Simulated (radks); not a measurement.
Results of a calculation; reference values are marked as such.
Task: All-electron atom: Si5+ in [He] 2s2 2p5 (the NIST ground configuration). Level of theory: non-relativistic Kohn-Sham, PBE, spin-polarised, spherical densities, point nucleus; open shells are filled with parallel spins first (a radial shooting solver on a logarithmic mesh with Libxc functionals). Some entries of the table are withheld. Estimate them.

orbital,occ.,eigenvalue (hartree),<1/r> (bohr^-1)
1s up,1,-69.36779,13.57
1s down,1,-69.30729,13.58
2s up,1,-8.49921,2.667
2s down,1,-8.38035,2.652
2p up,3,(1),2.576
2p down,2,(2),2.561

Result: 
(1) 2p up eigenvalue (hartree): -6.96999
(2) 2p down eigenvalue (hartree): -6.83776
